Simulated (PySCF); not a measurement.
SMILES Oc1ccc([SeH])cc1 (C₆H₆OSe), GFN2-xTB optimised geometry. Atoms within 1.6 Å of the plane z = 1.5 Å (x, y, z in Å): O1 (-2.91, -0.03, -0.01), C2 (-1.56, -0.04, 0.00), C3 (-0.82, -1.22, 0.00), C4 (0.56, -1.18, 0.00), C5 (1.22, 0.04, 0.00), Se6 (3.14, 0.04, 0.00), C7 (0.49, 1.22, 0.00), C8 (-0.89, 1.18, 0.00), H9 (-3.25, -0.93, -0.01), H10 (-1.34, -2.17, 0.00), H11 (1.12, -2.10, 0.00), H12 (3.25, 1.48, 0.01), H13 (1.00, 2.17, 0.00), H14 (-1.47, 2.09, 0.00).

Level of theory: CAM-B3LYP/def2-TZVP run with PySCF.

Map of the HOMO amplitude (bohr^(-3/2)) on the plane z = 1.5 Å; orbital energy -7.07 eV, overall sign arbitrary:

```
|:::::::::::::::::::::::::|
|:::::::::::::::::::::::::|
|:::::::::::::::::::::::::|
|:::::::----:::::::::-::::|
|:::::-------::::::------:|
|::::--------:::::--------|
|::::--------:::::--------|
|::::--------:::::--------|
|:::::----==-:..::-===----|
|::::::--===-:...:=+++==--|
|:::::::-=++-:  .-=*#*+=--|
|:::::.:-=++-:  .-+%@%*+=-|
|::::..:-+++-:   -+%@@#+=-|
|:::::.:-+++-:   :+#%%*+=-|
|:::::::-=++-:  .:=***+=--|
|::::::--===-:...:-=+==---|
|::::::---==-:..::--==----|
|::::--------:::::--------|
|::::--------:::::--------|
|::::--------::::::-------|
|:::::-------::::::------:|
|:::::::----::::::::::::::|
|:::::::::::::::::::::::::|
|:::::::::::::::::::::::::|
|:::::::::::::::::::::::::|
```
Scale: ten equal steps from -0.027 (start of ' ') to 0.062 (end of '@'), in the order ' .:-=+*#%@'; x runs from -5.50 to 5.50, y from -5.50 (bottom) to 5.50 (top).
